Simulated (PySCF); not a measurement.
## Energy of P⁺ (phosphorus, charge +1) between two integer charges

The 3p alpha orbital of [Ne] 3s2 3p2 is emptied in steps (occupation f), with all orbitals relaxed, ending at [Ne] 3s2 3p1. Calculation: PySCF 2.14, in aug-cc-pV(D+d)Z; no relativity, point nucleus. The exact energy is a straight line in f; departures are measured from the line between the end points of the same method.

| f | UHF (eV) | LDA (eV) | PBE (eV) | PBE0 (eV) | r2SCAN (eV) | LC-wPBE (eV) | BHandHLYP (eV) | wB97X (eV) | MN15 (eV) | B3LYP (eV) |
| --- | --- | --- | --- | --- | --- | --- | --- | --- | --- | --- |
| 1 | 0.000 | 0.000 | 0.000 | 0.000 | 0.000 | 0.000 | 0.000 | 0.000 | 0.000 | 0.000 |
| 0.75 | 0.101 | -0.923 | -0.902 | -0.654 | -0.842 | -0.129 | -0.418 | -0.188 | -0.575 | -0.715 |
| 0.5 | 0.132 | -1.235 | -1.201 | -0.868 | -1.110 | -0.165 | -0.555 | -0.243 | -0.759 | -0.952 |
| 0.25 | 0.097 | -0.928 | -0.897 | -0.646 | -0.816 | -0.117 | -0.414 | -0.176 | -0.560 | -0.711 |
| 0 | 0.000 | 0.000 | 0.000 | 0.000 | 0.000 | 0.000 | 0.000 | 0.000 | 0.000 | 0.000 |

```csv
method,E(f=0) − E(f=1) (eV),−ε at f=1 (eV),−ε at f=0.5 (eV)
UHF,19.169,19.718,19.159
LDA,19.832,14.932,19.819
PBE,19.800,14.996,19.813
PBE0,19.830,16.337,19.850
r2SCAN,19.946,15.428,20.013
LC-wPBE,19.955,19.253,19.984
BHandHLYP,19.635,17.406,19.643
wB97X,19.703,18.686,19.735
MN15,19.797,16.721,19.835
B3LYP,19.763,15.954,19.773
```

Orbital energy along the path (eV):

```csv
f,UHF,LDA,PBE,PBE0,r2SCAN,LC-wPBE,BHandHLYP,wB97X,MN15,B3LYP
1,-19.718,-14.932,-14.996,-16.337,-15.428,-19.253,-17.406,-18.686,-16.721,-15.954
0.75,-19.430,-17.354,-17.393,-18.093,-17.729,-19.626,-18.525,-19.218,-18.279,-17.858
0.5,-19.159,-19.819,-19.813,-19.850,-20.013,-19.984,-19.643,-19.735,-19.835,-19.773
0.25,-18.904,-22.305,-22.217,-21.580,-22.208,-20.301,-20.750,-20.198,-21.340,-21.675
0,-18.663,-24.770,-24.531,-23.227,-24.157,-20.527,-21.828,-20.620,-22.692,-23.522
```

Reference removal energy between the ground levels: 19.769 eV (semi-empirical (NIST evaluation); NIST Atomic Spectra Database, ionization energies). The calculation has no spin-orbit coupling. UHF lacks correlation.
